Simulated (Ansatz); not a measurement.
Compare A (`[SiH3][SiH2][CH2][InH2]`) with its isomer B (`[SiH3][CH2][InH][SiH3]`).

Gas-phase electronic energies from Ansatz, PBE0-D4/def2-TZVP geometries. CBS: MP2 limit from def2 TZ/QZ plus the TZ coupled-cluster correction, frozen cores. DFT in def2-TZVPP. B3LYP here is the variant with VWN-RPA as its local correlation; programs differ in this. Elements past krypton have def2 core potentials. For In outer-core shells are correlated without core-valence functions, which leaves a few kJ/mol of doubt a bond. One conformer a species, not always the lowest.

A:

```xyz
13

Si   -1.125   -1.489    0.127
Si    0.619   -0.397    1.245
C     0.623    1.319    0.528
In    0.293    1.154   -1.623
H    -0.993   -0.997   -1.299
H    -2.479   -1.056    0.566
H    -1.079   -2.973    0.063
H     0.460   -0.487    2.726
H     1.874   -1.113    0.878
H    -0.178    1.928    0.951
H     1.578    1.816    0.718
H     1.498    0.371   -2.576
H    -1.092    1.923   -2.305
```

B:

```xyz
13

Si    1.578   -1.563   -0.159
C     0.309   -0.821   -1.299
In   -0.245    1.183   -0.689
Si   -1.763    1.497    1.368
H     1.037   -1.635    1.229
H     2.000   -2.936   -0.556
H     2.801   -0.711   -0.114
H     0.688   -0.789   -2.323
H    -0.593   -1.441   -1.277
H     0.396    2.507   -1.599
H    -2.822    2.518    1.124
H    -0.951    1.963    2.528
H    -2.435    0.229    1.767
```

Question: Which is lower in electronic energy at CCSD(T)/CBS, and by how much? (Estimate.)

Answer: Ansatz gave: B, by 6.0 kcal/mol.

Question: Give E(B) − E(A) in kcal/mol with HF/def2-TZVPP, B3LYP, PBE-D4, CCSD(T)/def2-TZVPP, MP2/def2-TZVPP, CCSD(T)/def2-SVP, B2PLYP. (Estimate.)

Answer: The calculation gave: HF/def2-TZVPP -10.0, B3LYP -8.6, PBE-D4 -5.1, CCSD(T)/def2-TZVPP -6.5, MP2/def2-TZVPP -7.5, CCSD(T)/def2-SVP -7.9, B2PLYP -8.0. None reverses the order clearly.

Question: Does the order hold for the free energy at 298.15 K (harmonic terms from PBE0-D4)? (Estimate.)

Answer: Ansatz gave: Yes: G(B) − G(A) = -7.2 kcal/mol, for one conformer each. Modes under 60 cm⁻¹, often nearly free rotors, make the harmonic entropy too high.

Largest T1 diagnostic: 0.014.

At CCSD(T), def2-SVP lies −1.9 kcal/mol from the extrapolated value and def2-TZVPP −0.6 kcal/mol. Leaving LDA and LC-ωPBE aside and taking each functional with its dispersion term where it has one, the values, not all of them listed here, spread over 4.8 kcal/mol, from B2PLYP to B97M-V. LDA lies +3.3 kcal/mol from PBE without D4.
